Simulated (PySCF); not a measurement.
## Atomic charges by several schemes

C5H8F3NSi.
Cartesian coordinates in Å at the GFN2-xTB level; atoms count from 1:
```xyz
18
C5H8F3NSi angstrom
C      3.6541   -0.0106    0.8817
C      2.5111   -0.3085    0.0482
C      1.5823   -0.5495   -0.6706
C      0.4030   -0.8612   -1.4607
N     -0.8043   -0.9418   -0.6515
Si    -1.7498    0.4235   -0.2696
C     -3.1924   -0.3533    0.7659
F     -4.0756   -1.0457    0.0194
F     -3.9125    0.5830    1.4156
F     -2.7624   -1.2141    1.7167
H      3.5354    0.9709    1.3390
H      4.5629   -0.0128    0.2810
H      3.7474   -0.7587    1.6682
H      0.5540   -1.8175   -1.9751
H      0.2527   -0.0809   -2.2108
H     -0.7665   -1.7188   -0.0045
H     -2.3489    0.9576   -1.4897
H     -1.1993    1.4800    0.5849
```

Density: PBE0/pcSseg-1 (PySCF); schemes: Mulliken, IAO, Hirshfeld and ESP-fitted. The structure is a single GFN2-xTB conformer in the gas phase; no vibrational or solvent corrections. GFN2-xTB frequencies show an imaginary mode (27i cm⁻¹), so this geometry is no minimum at that level.

Question: Atoms with like bonding are taken together and averaged. For which atoms does the sign change between the 4 schemes (beyond +0.03 e in one, beyond −0.03 e in another)?

Answer: C2 and C4. Atomic charges aren't observables, and each scheme defines them in its own way.

Question: At which atom do the 4 schemes differ most?

Answer: At Si6: from +0.360 (Hirshfeld) to +0.884 e (IAO), 0.524 e apart.

Question: Which atoms carry the highest charge in the Mulliken, IAO, Hirshfeld and ESP-fitted schemes?

Answer: All schemes agree: Mulliken Si6 (+0.759); IAO Si6 (+0.884); Hirshfeld Si6 (+0.360); ESP-fitted Si6 (+0.475).

Question: What partial charge does each atom carry?

Answer: In e; atoms taken as equivalent share a row and are averaged (×n: the atom named and its like, n in all):

```tsv
atom	environment	Mulliken	IAO	Hirshfeld	ESP-fitted
C1	propargylic carbon	-0.182	-0.437	-0.097	-0.546
C2	alkyne carbon	-0.242	-0.044	-0.052	+0.126
C3	alkyne carbon	-0.127	-0.104	-0.079	-0.270
C4	sp3 carbon bound to nitrogen	+0.023	-0.154	-0.005	+0.061
N5	silicon-bound nitrogen	-0.669	-0.673	-0.239	-0.728
Si6	SiH2 silicon	+0.759	+0.884	+0.360	+0.475
C7	CF3 carbon	+0.517	+0.548	+0.168	+0.218
F8/F9/F10	fluorine of a CF3 group	-0.280	-0.287	-0.107	-0.142
H11/H12/H13	methyl hydrogen	+0.149	+0.173	+0.061	+0.187
H14/H15	methylene hydrogen	+0.147	+0.164	+0.057	+0.128
H16	N–H hydrogen	+0.208	+0.270	+0.117	+0.398
H17/H18	Si–H hydrogen	-0.094	-0.137	-0.074	-0.064
```

Mean size of the charges over all atoms: IAO 0.283 e, Mulliken 0.250 e, ESP-fitted 0.233 e, Hirshfeld 0.105 e. Each set sums to the total charge, 0, to within 0.001 e. The Hirshfeld scheme divides the density at each point in proportion to the densities of the neutral, spherically averaged free atoms.

Some averages cover members that differ in this geometry: H14/H15, ESP-fitted +0.112 to +0.145 e.

Question: Sum the charges by element, for elements with more than one atom.

Answer: 
| element | atoms | Mulliken | IAO | Hirshfeld | ESP-fitted |
| --- | --- | --- | --- | --- | --- |
| C | 5 | -0.011 | -0.191 | -0.065 | -0.411 |
| F | 3 | -0.839 | -0.862 | -0.323 | -0.426 |
| H | 8 | +0.760 | +0.841 | +0.267 | +1.089 |

Question: How closely do the schemes follow one another over all atoms?

Answer: Correlation coefficient and root-mean-square difference: Mulliken with Hirshfeld 0.98, 0.190 e; IAO with Hirshfeld 0.98, 0.228 e; Mulliken with IAO 0.97, 0.095 e; IAO with ESP-fitted 0.89, 0.165 e; Hirshfeld with ESP-fitted 0.86, 0.193 e; Mulliken with ESP-fitted 0.83, 0.177 e.

Question: How many electrons does the Mulliken scheme count on C4?

Answer: Z − q = 6 − (+0.023) = 5.977.

These values come from a run that also computed NMR shieldings. The run took 94 s (grids of density and orbitals included) on one thread, Arm Neoverse N1 (aarch64), shared host, and the process peaked at 0.95 GiB of memory.
